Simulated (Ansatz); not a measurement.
Saddle point of Si2H5ClF2, singlet (Si₂H₄F₂ ([F][SiH]([F])[SiH3]) + HCl → SiHClF₂ ([F][SiH]([F])[Cl]) + SiH₄; bonds formed: Si1–Cl7, Si2–H6; bonds broken: Si1–Si2, H6–Cl7), PBE0-D4/def2-TZVP structure:

Si1  (-0.732, 0.952, -0.016)
Si2  (0.498, -1.307, -0.185)
F3  (-1.853, 0.013, -0.697)
F4  (-1.392, 1.244, 1.387)
H5  (-0.580, 2.026, -0.993)
H6  (0.835, 0.375, 0.357)
Cl7  (1.436, 1.819, 0.907)
H8  (1.883, -1.536, 0.291)
H9  (-0.484, -2.090, 0.595)
H10  (0.390, -1.496, -1.647)
(Å)

Energies are electronic, without zero-point energy. Barriers and step energies count from the start structure reached by relaxing down the imaginary mode; all methods use the PBE0-D4 structures, on which another method's saddle can fall below an end. Computed with Ansatz 0.2.0 (basis: def2-TZVPP, with def2-QZVPP for the basis limit); correlated methods freeze the cores. B3LYP uses VWN-RPA correlation. Extrapolation: Hartree–Fock as exp(−7.88 √X), correlation as X^−2.97.

```csv
method,barrier (kcal/mol),step energy (kcal/mol)
SPW92,21.72,-21.68
PBE-D4,?,-22.27
BLYP-D4,33.08,-24.13
r2SCAN-D4,30.12,-26.34
B97M-V,34.60,-26.50
PBE0-D4,?,-23.97
B3LYP-D4,?,-25.31
r2SCAN0-D4,33.70,-26.93
BHLYP-D4,41.60,-27.13
CAM-B3LYP-D4,39.03,-26.02
wB97X-V,38.77,-25.81
wB97M-V,36.38,-27.50
B2PLYP,38.25,-26.82
PBE-QIDH,36.53,-26.56
RPA on PBE,40.25,-25.98
HF,54.83,-30.56
MP2,37.35,-28.44
CCSD,43.04,-26.69
CCSD(T),39.95,-26.33
```

(1) Fill in the withheld barriers. (An estimate is asked for; the value comes from the calculation.)

The T1 diagnostic stays at or below 0.014.

Answers

(1) Computed: PBE-D4 28.50; PBE0-D4 33.04; B3LYP-D4 36.40 kcal/mol. Each is the energy of the saddle less that of the start structure, by the same method.

For comparison, the barrier by CCSD(T) at an estimated basis limit (MP2 extrapolated from triple and quadruple zeta, plus CCSD(T) − MP2 in triple zeta) is 37.97 kcal/mol.

Labels in which every atom is bracketed show which atoms are joined, not bond orders.

For scale, one of the runs: CCSD(T)/def2-TZVPP, 258 basis functions, launched by `ansatz run in.yaml --threads 8 --pin off --events-out ev --progress --plain --max-ram 19148MiB`. Time: 59 s of wall clock on 8 CPU threads of a Oxide Virtual Turin-like; the host was shared. Peak host memory: 5.7 GiB.
